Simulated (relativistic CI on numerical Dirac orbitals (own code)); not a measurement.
# Hyperfine structure of Ca¹⁶⁺, mass number 43

Computed by Dirac-Coulomb-Breit CI, orbitals from a KLI potential per configuration, a model potential for QED, unscaled Slater integrals (own radial code, finite nucleus).

CI space (outside the closed core 1s2): 2s2, 2s 2p, 2p2, 2p 3s, 2p 3p, 2s 3s, 2s 3p, 2s 3d, 2s 4s, 2s 4p, 2s 4d, 2s 4f, 3s2, 3s 3p, 3p2. Levels of other configurations are missing.

Nuclear spin I = 7/2, μ = -1.31733 μN, Q = -0.0408 b (tables of Stone and Pyykkö). The electronic factors are computed for point nuclear moments, without core polarisation or the Bohr-Weisskopf and QED corrections.

| Level | E (eV) | A (MHz) | B (MHz) |
| --- | --- | --- | --- |
| 2s 2p 3P°_1 | 33.556 | -34720 | 494 |
| 2s 2p 3P°_2 | 36.937 | -24400 | -985 |
| 2s 2p 1P°_1 | 65.959 | -4783 | -985 |
| 2p2 3P_1 | 87.969 | 214.2 | -487 |
| 2p2 3P_2 | 90.450 | -6739 | 808 |
| 2p2 1D_2 | 99.816 | -7975 | -1770 |
| 2s 3s 3S_1 | 618.383 | -52800 | 0.0399 |

Levels with J = 0, under 50 % of one LS term, or S terms without an open s electron are left out. Small factors come from cancelling terms and can be off by tens of per cent or more.

At this charge energies of transitions that change n are usually good to better than 1 %, and those within a shell (Δn = 0) to a few per cent.

Problem. Give the hyperfine levels of 2s 2p 3P°_1 relative to its centre of gravity.

Solution. With K = F(F + 1) − I(I + 1) − J(J + 1), E = AK/2 + B[¾K(K + 1) − I(I + 1)J(J + 1)]/[2I(2I − 1)J(2J − 1)]: F = 5/2: 156500, F = 7/2: 34370, F = 9/2: -121400 MHz.

LS names give the leading component of a level, which can be under half, so a name can repeat, a term be missing and a line seem to break the LS rules.
